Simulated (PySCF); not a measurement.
Excited states of Pr⁴⁹⁺ (praseodymium, charge +49)

Ground state [Ne], ¹S. Computed with PySCF 2.14 in an even-tempered Gaussian basis (18 s from 4.16 bohr⁻², ratio 2.5; 13 p from 5.28 bohr⁻², ratio 2.5; 7 d from 2.63 bohr⁻², ratio 2.7; 3 f from 200 bohr⁻², ratio 2.7), with the spin-free X2C one-electron Hamiltonian (Gaussian nucleus). Vertical excitation energies in eV without spin-orbit coupling; excited terms of each kind are numbered among those the solver found.

```tsv
term	leading excitation	TD-PBE0
1 3P°	2p → s	5247.7
1 1P°	2p → s	5256.9
1 3S	2p → p	5433.7
1 3D	2p → p	5442.8
1 3P	2p → p	5450.3
1 1P	2p → p	5450.3
1 1D	2p → p	5450.8
2 3P°	2p → d	5631.4
1 3F°	2p → d	5635.1
1 1F°	2p → d	5645.0
1 1D°	2p → d	5645.6
1 3D°	2p → d	5645.6
2 3S	2s → s	5913.0
```

Problem. What does TDA-PBE0 give for these terms?

Solution. 1 3P° 5247.7; 1 1P° 5256.9; 1 3S 5433.8; 1 3D 5442.9; 1 3P 5450.3; 1 1P 5450.3; 1 1D 5450.8; 2 3P° 5631.5; 1 3F° 5635.1; 1 1F° 5645.0; 1 1D° 5645.6; 1 3D° 5645.6; 2 3S 5913.0 (eV).

Where a singlet and its triplet coincide, the exchange integral that splits them vanishes by symmetry for a single excitation; correlation beyond this level separates them.

Oscillator strength of the first ¹S → ¹P° line: TDA-PBE0 0.176, TD-PBE0 0.177.

The spin-orbit splitting of the hole, absent here, rivals or exceeds the spacing of these terms, so the LS terms are model states.

Only the lower part of the computed list is shown. The solver can miss terms.
